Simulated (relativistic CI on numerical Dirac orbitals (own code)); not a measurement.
## One change at a time: Fe5+

Base calculation: Dirac-Coulomb-Breit CI, separate exchange-only KLI orbitals for each configuration, QED by a radiative potential, valence Slater integrals scaled by 0.85, P86 correlation energy added to each configuration.

CI space (outside the closed core [Ne]): 3s2.3p6.3d3, 3s2.3p6.3d2.4s, 3s2.3p5.3d4, 3s2.3p6.3d2.4p, 3s2.3p6.3d2.4d, 3s.3p6.3d4, 3s2.3p6.3d2.5s, 3s2.3p6.3d2.4f, 3s2.3p6.3d2.5p, 3s2.3p6.3d2.5d, 3s2.3p6.3d2.6s, 3s2.3p6.3d2.5f, 3s2.3p6.3d2.6p, 3s2.3p6.3d2.5g, 3s2.3p6.3d.4s.4p, 3s2.3p6.3d2.6d, 3s2.3p5.3d3.4s, 3s2.3p5.3d3.4p, 3s2.3p6.3d.4p.4d, 3s2.3p6.3d.4s2, 3s2.3p6.4s2.4p, 3s2.3p6.4s2.4d, 3s2.3p6.4s2.5s, 3p6.3d5, 3p5.3d6, 3s2.3p6.3d.4p2, 3s2.3p6.4s.4p2, 3s2.3p6.4p3, 3s2.3p6.4p2.4d, 3s2.3p6.4p2.5s, 3s2.3p6.3d.4s.4d, 3s2.3p6.4s.4p.4d, 3s2.3p6.4s.4d2, 3s2.3p6.4s.4d.5s. Double excitations out of closed p, d and f shells are left out; levels of such configurations are missing from the list, as are those of other unlisted configurations, and high levels can miss mixing partners. These lack a partner that the ground configuration has and come out too high: 3s2.3p5.3d3.4s, 3s2.3p5.3d3.4p.

Variants: (1) self-excluded LDA correlation estimate; (2) no correlation estimate; (3) one mean potential for all configurations; (4) only the first 3 configurations. Shifts of the energy above 3s2.3p6.3d3 4F_3/2, in cm⁻¹, for the lowest level and the first level of each name with at least 55 % of one term (blank where a level changes its place among those of its configuration and J or its character, or is not in the variant):

| Level | Base | Δ(1) | Δ(2) | Δ(3) | Δ(4) | Measured |
| --- | --- | --- | --- | --- | --- | --- |
| 3s2.3p6.3d3 4F_3/2 | 0.0 | 0.0 | 0.0 | 0.0 | 0.0 | 0.0 |
| 3s2.3p6.3d3 4F_5/2 | 490.9 | 0.0 | -0.1 | -5.8 | +3.8 | 511.3 |
| 3s2.3p6.3d3 4F_7/2 | 1140.5 | 0.0 | -0.2 | -13.5 | +10.6 | 1188.3 |
| 3s2.3p6.3d3 4F_9/2 | 1920.8 | +0.1 | -0.3 | -22.6 | +21.1 | 2000.6 |
| 3s2.3p6.3d3 4P_1/2 | 18302.3 | -2.4 | -1.3 | -65.5 | +1239.3 | 18738.3 |
| 3s2.3p6.3d3 4P_3/2 | 18503.8 | -2.4 | -1.3 | -66.5 | +1227.0 | 18942.0 |
| 3s2.3p6.3d3 4P_5/2 | 19140.8 | -2.4 | -1.4 | -74.5 | +1253.6 | 19610.8 |
| 3s2.3p6.3d3 2G_7/2 | 19769.7 | -1.4 | +2.3 | -63.4 | +280.5 | 20616.4 |
| 3s2.3p6.3d3 2G_9/2 | 20433.0 | -1.4 | +2.3 | -70.0 | +263.0 | 21315.0 |
| 3s2.3p6.3d3 2P_3/2 | 25876.1 | -1.9 | -0.2 | -82.2 | +710.2 | 26214.9 |
| 3s2.3p6.3d3 2P_1/2 | 26181.9 | -1.5 | +0.9 | -83.4 | +340.7 | 26495.5 |
| 3s2.3p6.3d3 2H_9/2 | 27131.8 | -0.7 | +4.7 | -71.1 | -560.6 | 28724.3 |
| 3s2.3p6.3d3 2H_11/2 | 27581.8 | -0.7 | +4.7 | -75.6 | -577.7 | 29202.9 |
| 3s2.3p6.3d3 2D_5/2 | 28008.4 | -2.6 | -1.6 | -106.8 | +1503.3 | 28484.3 |
| 3s2.3p6.3d3 2D_3/2 | 28201.9 | -2.1 | -0.6 | -106.9 | +1111.5 | 28627.9 |
| 3s2.3p6.3d3 2F_7/2 | 44517.9 | -2.5 | +0.3 | -132.4 | +1042.1 | 46217.3 |
| 3s2.3p6.3d3 2F_5/2 | 44896.3 | -2.5 | +0.2 | -134.6 | +1044.6 | 46603.7 |
| 3s2.3p6.3d2.4s 4F_3/2 | 264979.5 | +303.9 | -7078.4 | +3383.1 | +2146.5 | 261841.4 |
| 3s2.3p6.3d2.4s 4F_5/2 | 265491.7 | +303.9 | -7078.4 | +3402.9 | +2146.8 | 262368.4 |
| 3s2.3p6.3d2.4s 4F_7/2 | 266238.3 | +303.9 | -7078.4 | +3432.6 | +2144.8 | 263135.9 |
| 3s2.3p6.3d2.4s 4F_9/2 | 267196.4 | +303.9 | -7078.4 | +3470.2 | +2141.5 | 264118.3 |
| 3s2.3p6.3d2.4s 2F_5/2 | 272030.7 | +308.3 | -7081.4 | +3555.1 | +2490.8 | 269140.2 |

At this charge configurations can still be misplaced by up to about 7 % of their energy. 48 of the 48 excited levels that our extract of the measured tables holds in this range could be paired (the sources list more); they are missed by 2907 cm⁻¹ on average and 5847 at most, and levels without a partner can miss by more.

Measured levels: Corliss and Sugar, J. Phys. Chem. Ref. Data 11, 135 (1982).

Ionisation energy from the two ground configurations alone: base 99.32 eV; self-excluded LDA correlation estimate 99.87 eV; no correlation estimate 97.9 eV. The NIST ASD value (measured) is 98.985 eV.

LS names give the leading component of a level, which can be under half, so a name can repeat, a term be missing and a line seem to break the LS rules.
